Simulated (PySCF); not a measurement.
C2H5O (SMILES CC[O]), doublet, at a GFN2-xTB geometry. Base run: PySCF with HF/3-21G.

Input for PySCF:
```python
from pyscf import gto, scf

mol = gto.M(
    atom='''
C     1.047024   -0.592239   -0.007778
C    -0.033474    0.487246   -0.001258
O    -1.283881    0.104237    0.011538
H     0.146305    1.197116    0.849888
H     0.130490    1.191616   -0.860131
H     2.036772   -0.143996   -0.018373
H     0.946215   -1.221511    0.873826
H     0.929965   -1.227162   -0.883301
''',
    basis='3-21g',
    charge=0,
    spin=1,
    verbose=4,
)

mf = scf.UHF(mol)
mf.kernel()
mo_i, mo_e, stable_i, stable_e = mf.stability(internal=True, external=True, return_status=True, nroots=6, tol=1e-6)
print('internally stable:', stable_i, ' externally stable:', stable_e)
if not stable_i:
    umf = mf.copy()
    umf.scf_summary = {}
    umf.kernel(umf.make_rdm1(mo_i, mf.mo_occ))
```

The bond that is stretched is that between atoms 5 and 2. A test that says stable can miss a lower solution.

Variants of this job, named by their change:

| change | ΔE vs base (mEh) | <S^2> | E after following the instability (Eh) | <S^2> there | stability test says |
|---|---|---|---|---|---|
| base | 0.000 | 0.759 | - | - | stable |
| bond × 1.25 | 31.019 | 0.795 | - | - | stable |
| bond × 1.5 | 64.354 | 1.009 | - | - | stable |
| bond × 1.8 | 80.988 | 1.186 | - | - | stable |
| bond × 2.2 | 106.6 | 0.756 | -152.51517 | 1.26 | internal instability |
| bond × 3.0 | 104.6 | 0.750 | -152.51289 | 1.28 | internal instability |

On stretching, the SCF can end on different states; <S^2> shows the spin contamination of each.
